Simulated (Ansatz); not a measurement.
Basis sets compared for the cluster Si₈H₆. Total charge 0; singlet. Geometry PBE-D4/def2-SVP. Ansatz on 4 threads of Arm Neoverse V1 on a shared host; times are rough, and most runs start from earlier orbitals.

```csv
atom,x (Å),y (Å),z (Å)
Si1,1.363,-1.618,3.260
Si2,-1.003,-0.305,-2.094
Si3,0.180,-1.946,1.310
Si4,0.556,1.601,0.428
Si5,1.363,0.834,-1.696
Si6,-1.252,1.652,-1.019
Si7,0.362,0.255,2.335
Si8,0.665,-1.340,-0.910
H9,0.907,3.003,0.863
H10,-0.896,-3.008,1.308
H11,-1.544,2.854,-1.893
H12,1.206,-2.532,-1.660
H13,-1.388,-0.451,-3.543
H14,-0.519,1.002,3.312
```

The restricted singlet is unstable towards broken spin symmetry in Hartree–Fock (as tested in another run); at PBE-D4/def2-SVP, PBE-D4/def2-TZVPD, PBE0-D4/def2-SVP, PBE0-D4/def2-TZVP and others this wasn't settled. The structure comes from a short search, and lower isomers may exist.

Binding counts from free atoms (Si triplet, H doublet) in the same basis, without a counterpoise term.

| level | functions | energy (Eh) | HOMO (eV) | LUMO (eV) | binding per atom (eV) | wall time |
| --- | --- | --- | --- | --- | --- | --- |
| PBE-D4/def2-SVP | 174 | -2317.6098 | -5.30 | -3.89 | 3.16 | 3.2 s |
| PBE-D4/def2-TZVP | 332 | -2318.4144 | -5.27 | -3.89 | 3.18 | 8 s |
| PBE0-D4/def2-SVP | 174 | -2317.8146 | -6.12 | -3.27 | 3.10 | 4.8 s |
| PBE0-D4/def2-TZVP | 332 | -2318.6123 | -6.06 | -3.22 | 3.13 | 21 s |

Question: Estimate the rows for PBE-D4/def2-TZVPD, PBE0-D4/def2-TZVPD.

Answer: 
```tsv
level	functions	energy (Eh)	HOMO (eV)	LUMO (eV)	binding per atom (eV)	wall time
PBE-D4/def2-TZVPD	398	-2318.4159	-5.29	-3.90	3.18	12 s
PBE0-D4/def2-TZVPD	398	-2318.6135	-6.06	-3.23	3.13	24 s
```
